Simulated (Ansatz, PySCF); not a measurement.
C2H9NOSi2, SMILES C[SiH2]/N=C\[SiH2]O.

Coordinates come from a B3LYP-D3(BJ)/def2-SVP optimisation. The structure was generated by enumeration; whether it is a known compound was not checked. Other conformers were not sampled.

Vertical ionisation energy (IE) and electron affinity (EA) in eV. Rows of orbital energies are one-electron estimates. Where ΔSCF, EOM or ADC give a negative EA the extra electron is unbound and the value depends on the basis.

```tsv
level	IE	EA
−ε(HOMO), −ε(LUMO), HF/def2-TZVP (PySCF)	9.75	-2.38
−ε(HOMO), −ε(LUMO), PBE/def2-TZVP (PySCF)	5.22	2.52
ΔSCF, PBE0/def2-SVPD (Ansatz), final states of multiplicity 2 and 2	8.41	-0.21
ΔSCF, PBE/def2-SVPD (Ansatz), final states of multiplicity 2 and 2	…	…
```

Problem. Complete the blanks. (An estimate is asked for; the answer gives what the named calculation found.)

Solution. 
- ΔSCF, PBE/def2-SVPD (Ansatz, a program for electronic structure), final states of multiplicity 2 and 2, IE: 8.19
- ΔSCF, PBE/def2-SVPD (Ansatz), final states of multiplicity 2 and 2, EA: -0.13

Problem. What vertical singlet–triplet gap does ΔSCF give with PBE0/def2-SVPD (Ansatz) and with PBE/def2-SVPD (Ansatz)? (An estimate is asked for; the answer gives what the named calculation found.)

Solution. 2.46 and 2.44 eV (triplet above singlet where positive).
